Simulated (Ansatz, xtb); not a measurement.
# FHOSn: where a starting geometry ends

The starting geometry of this gas-phase singlet has its atoms placed at random.

```yaml
atoms:
  - { symbol: F, position_ang: [0.2522, -0.7465, 0.1558] }
  - { symbol: O, position_ang: [-0.5946, -0.1503, -1.1538] }
  - { symbol: Sn, position_ang: [0.4229, 1.3714, -0.4189] }
  - { symbol: H, position_ang: [-0.4937, -0.7351, 0.2473] }
```

Q: Guess where an optimisation with r2SCAN-D4/def2-SVP ends from this start.

A: It ends as `[OH][Sn][F]`. Distances that change by over a tenth: F1–Sn3 (2.20 → 1.97 Å). Contacts that open: F1–H4 (0.75 → 2.66 Å). Contacts that close: O2–H4 (1.52 → 0.97 Å).

The energy falls by 8.15 eV over 18 steps:

| step | E − E(last) (eV) |
| --- | --- |
| 1 | 8.146 |
| 3 | 2.217 |
| 5 | 1.685 |
| 7 | 1.646 |
| 9 | 1.505 |
| 10 | 1.313 |
| 12 | 0.595 |
| 14 | 0.076 |
| 16 | 0.002 |
| 18 | 0.000 |

Final geometry (Å):

```yaml
atoms:
  - { symbol: F, position_ang: [0.9231, -0.4288, 1.0184] }
  - { symbol: O, position_ang: [-0.8901, 0.0085, -1.1690] }
  - { symbol: Sn, position_ang: [0.5689, 1.0213, -0.2629] }
  - { symbol: H, position_ang: [-1.0152, -0.8615, -0.7561] }
```

From the same start GFN2-xTB ends elsewhere, in pieces: OSn + FH.

From so rough a start the end depends on the optimiser's path, so another program may land elsewhere. No frequencies were run, so the end isn't proven a minimum. Atoms past krypton carry core potentials, without spin–orbit terms. Run with Ansatz 0.2.0, 18 s on 1 thread of Intel(R) Xeon(R) 6975P-C (Granite Rapids), with other jobs on the host.
